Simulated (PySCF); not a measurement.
Excitation energy of Ag by level of theory

Ag [Kr] 4d10 5s1 (2S) → Ag [Kr] 4d9 5s2 (2D), as a difference of total energies. Computed with PySCF 2.14 in aug-cc-pwCVDZ-PP with ECP28MDF (6s6p5d3f, 70 functions), with scalar relativity through the core potential. Correlated levels: valence and next inner shell: nothing frozen outside the core potential. The calculations carry no spin-orbit coupling.

| method | excitation energy (eV) | error (eV) |
| --- | --- | --- |
| UHF | 3.688 | -0.283 |
| MP2 (valence and next inner shell) | 4.005 | +0.034 |
| SCS-MP2 (valence and next inner shell) | 3.809 | -0.162 |
| CCSD (valence and next inner shell) | 3.681 | -0.290 |
| CCSD(T) (valence and next inner shell) | 3.680 | -0.291 |

Reference: 3.971 eV (measured; NIST levels, between the centres of gravity of the two terms).

Errors of the correlated levels include the incompleteness of this basis.
